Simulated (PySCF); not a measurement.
Computed shifts of a molecule C3H4ClFSi, PBE0/pcSseg-1 (PySCF), GIAO, gas phase, atoms alike by connectivity averaged where their shifts nearly agree, in ppm (number of nuclei): ¹⁹F: -160.6 (1). ¹³C: 216.4 (1), 142.4 (1), 122.8 (1). ²⁹Si: -60.8 (1). ¹H: 7.81 (1), 4.63 (3). References: ¹⁹F against CFCl3 (σ = 167.2 ppm); ¹³C against TMS (σ = 186.3 ppm); ²⁹Si against TMS (σ = 352.7 ppm); ³⁵Cl against HCl (σ = 945.9 ppm); ¹H against TMS (σ = 31.56 ppm), references at their B3LYP-D3(BJ)/def2-TZVP geometries, non-relativistic (without spin–orbit terms, shifts of atoms bonded to Cl or Br come out too high). Geometry optimised at B3LYP-D3(BJ)/def2-SVP. The values are those of a single conformer.

**Question.** Pick the molecule that these values belong to.
(A) F[SiH2]C=C=CCl
(B) FC1=CC[Si@@H]1Cl
(C) FC=C=C([SiH3])Cl
(D) F[C@@H]1C=C[Si@H]1Cl

**Answer.** C, FC=C=C([SiH3])Cl
